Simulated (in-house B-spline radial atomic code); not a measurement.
Ar⁶⁺. Computed with a B-spline radial atomic code. Model: all-electron spherical atom, spin shells full or empty, radial basis limit, no spin-orbit coupling, Breit or QED, empty-state partial waves extrapolated as (l+1/2)^-4, RPA, G0W0 and static COHSEX of the highest shell as one setting changes (uncorrelated shells keep exact exchange).

Given: element Ar; charge 6; filled core Ne; hamiltonian non-relativistic; mean-field start HSE06; highest l of empty states 9; highest mean-field shell 3s.

Shell: 3s 1 1 (electrons up and down).

| lowest nl shells left uncorrelated | RPA correlation energy (hartree) | G0W0 level (eV) | G0W0 minus most complete (meV) | COHSEX level (eV) | removal by RPA minus most complete (meV) |
| --- | --- | --- | --- | --- | --- |
| 0 | -0.75438 | -124.47 | 0 | -127.32 | 0 |
| 1 | ? | ? | ? | ? | ? |
| 2 | ? | ? | ? | ? | ? |
| 3 | -0.11092 | -124.12 | 352 | -126.81 | -393.4 |

What follows for lowest nl shells left uncorrelated = 2?

RPA correlation energy -0.48081 hartree; G0W0 level -124.52 eV; G0W0 minus most complete -40.7 meV; COHSEX level -127.39 eV; removal by RPA minus most complete 30.2 meV.

What follows for lowest nl shells left uncorrelated = 1?

RPA correlation energy -0.62517 hartree; G0W0 level -124.47 eV; G0W0 minus most complete 4.4 meV; COHSEX level -127.31 eV; removal by RPA minus most complete -1.2 meV.
